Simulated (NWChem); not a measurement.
System: C₅H₁₂Si; SMILES C=C[Si](C)(C)C

Here is an NWChem input.

```
start job
memory heap 200 mb stack 900 mb global 1100 mb
geometry units angstroms noautoz
  C      0.309998    -2.448173    -0.495218
  C      0.621543    -1.414724     0.296230
  Si    -0.047581     0.333551     0.111831
  C      1.397417     1.515979    -0.153890
  C     -0.953835     0.811084     1.695172
  C     -1.225136     0.413141    -1.355720
  H      0.728830    -3.450199    -0.344773
  H     -0.383182    -2.344076    -1.338234
  H      1.325913    -1.608619     1.119036
  H      1.045750     2.556388    -0.244662
  H      1.952848     1.263530    -1.070814
  H      2.105151     1.474236     0.689454
  H     -0.285188     0.750997     2.568784
  H     -1.336476     1.842848     1.636655
  H     -1.808633     0.141675     1.880268
  H     -0.717265     0.144155    -2.295417
  H     -2.080563    -0.268198    -1.223925
  H     -1.625724     1.432766    -1.472829
end
basis spherical
  * library 6-31+g*
end
dft
  xc pbe0
  iterations 150
end
tddft
  cis
  nroots 6
  notriplet
end
task tddft energy
```

Output (shortened):

```
             Northwest Computational Chemistry Package (NWChem) 7.3.0
             --------------------------------------------------------

 C1  symmetry detected

                             Geometry "geometry" -> ""
                             -------------------------

 Output coordinates in angstroms (scale by  1.889725989 to convert to a.u.)

  No.       Tag          Charge          X              Y              Z
 ---- ---------------- ---------- -------------- -------------- --------------
    1 C                    6.0000     0.09542429     2.51974128     0.00019265
    2 C                    6.0000     0.77672840     1.36766052     0.00149527
    3 Si                  14.0000     0.00653681    -0.34843908    -0.00007804
    4 C                    6.0000     0.57952182    -1.27673822     1.53833404
    5 C                    6.0000     0.58762959    -1.27753839    -1.53481205
    6 C                    6.0000    -1.87114456    -0.20363904    -0.00475496
    7 H                    1.0000     0.59346639     3.49650266     0.00134156
    8 H                    1.0000    -1.00065071     2.54475512    -0.00194890
    9 H                    1.0000     1.87497979     1.43534293     0.00374269
   10 H                    1.0000     0.16515292    -2.29757726     1.56170476
   11 H                    1.0000     0.25956423    -0.75875703     2.45610652
   12 H                    1.0000     1.67774021    -1.36055028     1.56573669
   13 H                    1.0000     1.68640111    -1.35485082    -1.55973430
   14 H                    1.0000     0.17933248    -2.30086525    -1.55651297
   15 H                    1.0000     0.26649166    -0.76401243    -2.45470882
   16 H                    1.0000    -2.23669974     0.33068684     0.88641402
   17 H                    1.0000    -2.23205065     0.33388977    -0.89591021
   18 H                    1.0000    -2.33420029    -1.20333405    -0.00786818

 Effective nuclear repulsion energy (a.u.)     297.9160708815

                                 NWChem DFT Module
                                 -----------------

[...]

                                NWChem TDDFT Module
                                -------------------

            General Information
            -------------------
           No. of orbitals :     272
            Alpha orbitals :     136
             Beta orbitals :     136
        Alpha frozen cores :       0
         Beta frozen cores :       0
     Alpha frozen virtuals :       0
      Beta frozen virtuals :       0
         Spin multiplicity :       1
    Number of AO functions :     136
        Use of symmetry is : off
      Symmetry adaption is : off
         Schwarz screening :  0.10D-07

              XC Information
              --------------
                  PBE0 Method XC Functional
              Hartree-Fock (Exact) Exchange   0.25
   PerdewBurkeErnzerhof Exchange Functional   0.75
     Perdew 1991 LDA Correlation Functional   1.00 local
    PerdewBurkeErnz. Correlation Functional   1.00 non-local

             TDDFT Information
             -----------------
          Calculation type : Tamm-Dancoff TDDFT
         Wavefunction type : Restricted singlets
          No. of electrons :      56
           Alpha electrons :      28
            Beta electrons :      28
              No. of roots :       6
          Max subspacesize :    5200
            Max iterations :     100
               Target root :       1
           Target symmetry : none
      Symmetry restriction : off
                 Algorithm : Optimal
        Davidson threshold :  0.10D-03

    6 smallest eigenvalue differences (eV)
--------------------------------------------------------
  No. Spin  Occ  Vir  Irrep   E(Occ)    E(Vir)   E(Diff)
--------------------------------------------------------
    1    1   28   29 a        -0.276    -0.006     7.358
    2    1   28   30 a        -0.276    -0.000     7.521
    3    1   28   31 a        -0.276     0.022     8.107
    4    1   27   29 a        -0.304    -0.006     8.115
    5    1   27   30 a        -0.304    -0.000     8.278
    6    1   26   29 a        -0.310    -0.006     8.279
--------------------------------------------------------

  Entering Davidson iterations
  Restricted singlet excited states

  Iter   NTrls   NConv    DeltaV     DeltaE      Time
  ----  ------  ------  ---------  ---------  ---------
    1      6       0     0.21E+00   0.10+100       44.3
    2     12       0     0.54E-01   0.42E-01       44.3
    3     18       0     0.33E-01   0.36E-02       41.2
    4     24       0     0.20E-01   0.22E-02       34.2
    5     30       0     0.47E-02   0.12E-02       43.0
    6     36       2     0.13E-02   0.89E-04       32.3
    7     40       4     0.35E-03   0.41E-05       24.2
    8     42       5     0.15E-03   0.30E-06       18.9
    9     43       6     0.68E-04   0.62E-07       17.2
  ----  ------  ------  ---------  ---------  ---------
  Convergence criterion met

  Ground state a        -486.872203595457 a.u.

  ----------------------------------------------------------------------------
  Root   1 singlet a              0.239844551 a.u.                6.5265 eV
  ----------------------------------------------------------------------------
     Transition Moments    X -0.00026   Y -0.00007   Z  0.11108
     Dipole Oscillator Strength                    0.0019727986
     Electric Quadrupole                           0.0000001837
     Magnetic Dipole                               0.0000016278
     Total Oscillator Strength                     0.0019746100

[...]
```

Level: PBE0/6-31+G* (spherical d), TDA. The geometry was optimised at PBE0/def2-SVP. Not confirmed as a minimum by frequencies.
